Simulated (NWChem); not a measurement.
Molecule: SiHICl$_{2}$; SMILES Cl[SiH](Cl)I

Results from NWChem. Coordinates come from a PBE0/def2-SVP optimisation. def2 effective core potentials on I; no spin-orbit coupling. Level SCAN/def2-SVP: energy and gradient on several grids; changes count from the extra-fine grid, which is no exact limit either.

Task: Which is the coarsest grid (xcoarse; coarse; medium; xfine; fine) from which on the energy stays within 100 μHa and each gradient component within 200 μHa/bohr of xfine?

Result: fine.
```tsv
grid	size of the energy change (μHa)	largest change of a gradient component (μHa/bohr)	time, medium = 1 (rough)
xcoarse	10000	700	about 1
coarse	8000	700	about 1
medium	3000	300	about 1
fine	30	100	about 1
xfine	< 10	< 30	2
```
